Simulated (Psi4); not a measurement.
lithium hydride (HLi), singlet, at a GFN2-xTB geometry (such geometries of metal compounds can be far from the true shape); Psi4 with WB97M-V/6-311G**.

Input for Psi4:
```
memory 2 GB

molecule {
0 1
  Li   -0.00000000   -0.00000000   -0.34356182
  H     0.00000000    0.00000000    1.03068545
}

set basis 6-311g**
set scf_type pk
set puream true
set d_convergence 1e-8
set dft_radial_points 99
set dft_spherical_points 590

energy('wb97m-v')
print_variables()
```

Task: What does Psi4 print? Leave out banner, timings and long lists.

Result: 
```
   => Loading Basis Set <=

    Name: 6-311G**
    Role: ORBITAL
    Keyword: BASIS

         ---------------------------------------------------------
                                   SCF
               by Justin Turney, Rob Parrish, Andy Simmonett
                          and Daniel G. A. Smith
                              RKS Reference
         ---------------------------------------------------------

  ==> Geometry <==

    Molecular point group: c2v
    Full point group: C_inf_v

    Geometry (in Angstrom), charge = 0, multiplicity = 1:

       Center              X                  Y                   Z               Mass
    ------------   -----------------  -----------------  -----------------  -----------------
         LI           0.000000000000     0.000000000000    -0.172610968014     7.016003436600
         H            0.000000000000     0.000000000000     1.201636301986     1.007825032230

  Running in c2v symmetry.

  Rotational constants: A = ************  B =     10.12916  C =     10.12916 [cm^-1]
  Rotational constants: A = ************  B = 303664.57810  C = 303664.57810 [MHz]
  Nuclear repulsion =    1.155200862803970

  Charge       = 0
  Multiplicity = 1
  Electrons    = 4
  Nalpha       = 2
  Nbeta        = 2

  ==> Algorithm <==

  SCF Algorithm Type is PK.
  DIIS enabled.
  MOM disabled.
  Fractional occupation disabled.
  Guess Type is SAD.
  Energy threshold   = 1.00e-06
  Density threshold  = 1.00e-08
  Integral threshold = 1.00e-12

  ==> Primary Basis <==

  Basis Set: 6-311G**
    Blend: 6-311G**
    Number of shells: 12
    Number of basis functions: 24
    Number of Cartesian functions: 25
    Spherical Harmonics?: true
    Max angular momentum: 2

  ==> DFT Potential <==

   => LibXC <=

    Version 7.1.2
    S. Lehtola, C. Steigemann, M. J. T. Oliveira, and M. A. L. Marques,  SoftwareX 7, 1–5 (2018) (10.1016/j.softx.2017.11.002)

   => Composite Functional: WB97M-V <=

    wB97M-V Hyb-GGA Exchange-Correlation Functional

    N. Mardirossian and M. Head-Gordon,  J. Chem. Phys. 144, 214110 (2016) (10.1063/1.4952647)

    Deriv               =              1
    GGA                 =           TRUE
    Meta                =           TRUE

    Exchange Hybrid     =           TRUE
    MP2 Hybrid          =          FALSE

   => Exchange-Correlation Functionals <=

    1.0000   wB97M-V exchange-correlation functional

   => Exact (HF) Exchange <=

    0.8500            HF,LR [omega = 0.3000]
    0.1500               HF

   => LibXC Density Thresholds  <==

    XC_HYB_MGGA_XC_WB97M_V:  1.00E-13

   => VV10 Non-Local Parameters <=

    VV10 B              =     6.0000E+00
    VV10 C              =     1.0000E-02

   => Molecular Quadrature <=

    Radial Scheme          =       TREUTLER
    Pruning Scheme         =           NONE
    Nuclear Scheme         =       TREUTLER

    Blocking Scheme        =         OCTREE
    BS radius alpha        =              1
    Pruning alpha          =              1
    Radial Points          =             99
    Spherical Points       =            590
    Total Points           =         112848
    Total Blocks           =            932
    Max Points             =            256
    Max Functions          =             24
    Weights Tolerance      =       1.00E-15

  ==> Integral Setup <==

  Using in-core PK algorithm.
   Calculation information:
      Number of atoms:                   2
      Number of AO shells:              12
      Number of primitives:             23
      Number of atomic orbitals:        25
      Number of basis functions:        24

      Integral cutoff                 1.00e-12
      Number of threads:                 1

  Performing in-core PK
  Using 135450 doubles for integral storage.
  We computed 3081 shell quartets total.
  Whereas there are 3081 unique shell quartets.

  Computing range-separated integrals for PK
  We computed 3081 wK shell quartets total.
  Whereas there are 3081 wK unique shell quartets.

  ==> DiskJK: Disk-Based J/K Matrices <==

    J tasked:                  Yes
    K tasked:                  Yes
    wK tasked:                 Yes
    Omega:               3.000E-01
    Schwarz Cutoff:          1E-12

  Minimum eigenvalue in the overlap matrix is 2.0817356272E-02.
  Reciprocal condition number of the overlap matrix is 5.4288797445E-03.
    Using symmetric orthogonalization.

  ==> Pre-Iterations <==

  SCF Guess: Superposition of Atomic Densities via on-the-fly atomic UHF (no occupation information).

   -------------------------
    Irrep   Nso     Nmo
   -------------------------
     A1        13      13
     A2         1       1
     B1         5       5
     B2         5       5
   -------------------------
    Total      24      24
   -------------------------

  ==> Iterations <==

                        Total Energy        Delta E     RMS |[F,P]|

   @RKS iter SAD:    -7.79943626518678   -7.79944e+00   0.00000e+00
   @RKS iter   1:    -8.02415361098854   -2.24717e-01   1.14644e-02 ADIIS/DIIS
   @RKS iter   2:    -8.05324456759196   -2.90910e-02   2.26816e-03 ADIIS/DIIS
   @RKS iter   3:    -8.05386291797409   -6.18350e-04   3.13850e-04 ADIIS/DIIS
   @RKS iter   4:    -8.05391750218035   -5.45842e-05   9.60351e-05 DIIS
   @RKS iter   5:    -8.05392648068318   -8.97850e-06   1.57476e-05 DIIS
   @RKS iter   6:    -8.05392680898885   -3.28306e-07   2.81816e-06 DIIS
   @RKS iter   7:    -8.05392681678986   -7.80101e-09   1.38731e-07 DIIS
   @RKS iter   8:    -8.05392681679786   -7.99893e-12   1.32387e-08 DIIS
   @RKS iter   9:    -8.05392681679792   -6.57252e-14   2.33234e-09 DIIS
  Energy and wave function converged.

  ==> Post-Iterations <==

   Electrons on quadrature grid:
      Ntotal   =    4.0000002682 ; deviation = 2.682e-07

    Orbital Energies [Eh]
    ---------------------

    Doubly Occupied:

       1A1    -2.105722     2A1    -0.289410

    Virtual:

       3A1    -0.015609     1B1     0.026444     1B2     0.026444
       4A1     0.070266     5A1     0.088824     2B1     0.125676
       2B2     0.125676     6A1     0.204627     7A1     0.434581
       3B1     0.497076     3B2     0.497076     4B2     0.514308
       4B1     0.514308     1A2     0.522711     8A1     0.522712
       9A1     0.567218    10A1     0.788149     5B1     1.726929
       5B2     1.726929    11A1     1.842437    12A1     2.554321
      13A1     3.906947

    Final Occupation by Irrep:
             A1    A2    B1    B2
    DOCC [     2,    0,    0,    0 ]
    NA   [     2,    0,    0,    0 ]
    NB   [     2,    0,    0,    0 ]

  @RKS Final Energy:    -8.05392681679792

   => Energetics <=

    Nuclear Repulsion Energy =              1.1552008628039698
    One-Electron Energy =                 -12.7645695936323982
    Two-Electron Energy =                   4.9643594933679980
    DFT Exchange-Correlation Energy =      -1.4266505258623470
    Empirical Dispersion Energy =           0.0000000000000000
    VV10 Nonlocal Energy =                  0.0177329465248561
    Total Energy =                         -8.0539268167979223

Computation Completed

Properties will be evaluated at   0.000000,   0.000000,   0.000000 [a0]

Properties computed using the SCF density matrix

 Multipole Moments:

 ------------------------------------------------------------------------------------
     Multipole            Electronic (a.u.)      Nuclear  (a.u.)        Total (a.u.)
 ------------------------------------------------------------------------------------

 L = 1.  Multiply by 2.5417464519 to convert [e a0] to [Debye]
 Dipole X            :          0.0000000            0.0000000            0.0000000
 Dipole Y            :          0.0000000            0.0000000            0.0000000
 Dipole Z            :         -3.3910270            1.2922011           -2.0988258
 Magnitude           :                                                    2.0988258

 ------------------------------------------------------------------------------------

  Variable Map:
  ----------------------------------------------------------------------------
  "CURRENT ENERGY"              =>      -8.053926816798
  "CURRENT REFERENCE ENERGY"    =>      -8.053926816798
  "DD SOLVATION ENERGY"         =>       0.000000000000
  "DFT FUNCTIONAL TOTAL ENERGY" =>      -8.053926816798
  "DFT TOTAL ENERGY"            =>      -8.053926816798
  "DFT VV10 ENERGY"             =>       0.017732946525
  "DFT XC ENERGY"               =>      -1.426650525862
  "GRID ELECTRONS ALPHA"        =>       2.000000134107
  "GRID ELECTRONS BETA"         =>       2.000000134107
  "GRID ELECTRONS TOTAL"        =>       4.000000268214
  "NUCLEAR REPULSION ENERGY"    =>       1.155200862804
  "ONE-ELECTRON ENERGY"         =>     -12.764569593632
  "PCM POLARIZATION ENERGY"     =>       0.000000000000
  "PE ENERGY"                   =>       0.000000000000
  "SCF ITERATION ENERGY"        =>      -8.053926816798
  "SCF ITERATIONS"              =>       9.000000000000
  "SCF TOTAL ENERGY"            =>      -8.053926816798
  "TWO-ELECTRON ENERGY"         =>       4.964359493368
  "XC GRID RADIAL POINTS"       =>      99.000000000000
  "XC GRID SPHERICAL POINTS"    =>     590.000000000000
  "XC GRID TOTAL POINTS"        =>  112848.000000000000

  Array Variable Map:
  ----------------------------------------------------------------------------
  "CURRENT DIPOLE"              =>       0.000000000000 ... -2.098825831183 1 by 3
  "SCF DIPOLE"                  =>       0.000000000000 ... -2.098825831183 1 by 3
  "SCF TOTAL ENERGIES"          =>      -7.799436265187 ... -8.053926816798 1 by 10
```
